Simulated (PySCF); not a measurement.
Species: 2-cyanonaphthalene, C11H7N.
Bonds: N1–C2 (triple), C2–C3, C3–C4 (aromatic), C4–C5 (aromatic), C5–C6 (aromatic), C6–C7 (aromatic), C7–C8 (aromatic), C8–C9 (aromatic), C9–C10 (aromatic), C10–C11 (aromatic), C11–C12 (aromatic), C3–C12 (aromatic), C6–C11 (aromatic). Hydrogens: H13 on C4; H14 on C5; H15 on C7; H16 on C8; H17 on C9; H18 on C10; H19 on C12.

Method: PySCF, PBE0-D3(BJ)/def2-SVP geometry optimisation, gas phase.

**Question.** List the bond lengths and angles at this level.

**Answer.** 
| bond | length (pm) | order |
| --- | --- | --- |
| N1≡C2 | 116.0 | triple |
| C2–C3 | 143.2 | single |
| C3–C4 | 142.3 | aromatic |
| C4–C5 | 137.1 | aromatic |
| C5–C6 | 142.0 | aromatic |
| C6–C7 | 141.7 | aromatic |
| C7–C8 | 137.6 | aromatic |
| C8–C9 | 141.4 | aromatic |
| C9–C10 | 137.5 | aromatic |
| C10–C11 | 141.9 | aromatic |
| C11–C12 | 141.4 | aromatic |
| C3–C12 | 138.4 | aromatic |
| C6–C11 | 143.0 | aromatic |
| C4–H13 | 109.1 | single |
| C5–H14 | 109.3 | single |
| C7–H15 | 109.3 | single |
| C8–H16 | 109.2 | single |
| C9–H17 | 109.2 | single |
| C10–H18 | 109.3 | single |
| C12–H19 | 109.2 | single |

Orders are formal, as drawn. A selection of angles:
| angle | degrees |
| --- | --- |
| N1–C2–C3 | 179.5 |
| C2–C3–C4 | 119.4 |
| C2–C3–C12 | 120.2 |
| C4–C3–C12 | 120.3 |
| C3–C4–C5 | 119.9 |
| C4–C5–C6 | 121.1 |
| C5–C6–C7 | 122.1 |
| C5–C6–C11 | 119.0 |
| C7–C6–C11 | 118.9 |
| C6–C7–C8 | 120.7 |
| C7–C8–C9 | 120.4 |
| C8–C9–C10 | 120.3 |
| C9–C10–C11 | 120.6 |
| C10–C11–C12 | 121.8 |
| C6–C11–C10 | 119.1 |
| C6–C11–C12 | 119.1 |
| C3–C12–C11 | 120.6 |

The 12 heavy atoms lie in one plane (0.000 Å rms). The 6-membered ring C6–C7–C8–C9–C10–C11 has internal angles of 118.9° to 120.7°; it is planar, 0.00 Å rms from its mean plane, widest ring torsion 0°. The C–C distances run from 1.371 Å (C4–C5, aromatic) to 1.432 Å (C2–C3, drawn single), a spread of 0.061 Å. The 6-membered ring C3–C4–C5–C6–C11–C12 has internal angles of 119.0° to 121.1°; it is planar, 0.00 Å rms from its mean plane, widest ring torsion 0°. Of the pairs four or more bonds apart, H18···H19 is among the closest relative to their van der Waals radii: 2.48 Å, 103 % of the sum of Bondi's values.

Point group: Cs (every atom within 0.08 Å of its image). No PBE0-D3(BJ)/def2-SVP frequencies stand behind this structure, so it isn't proved a minimum.
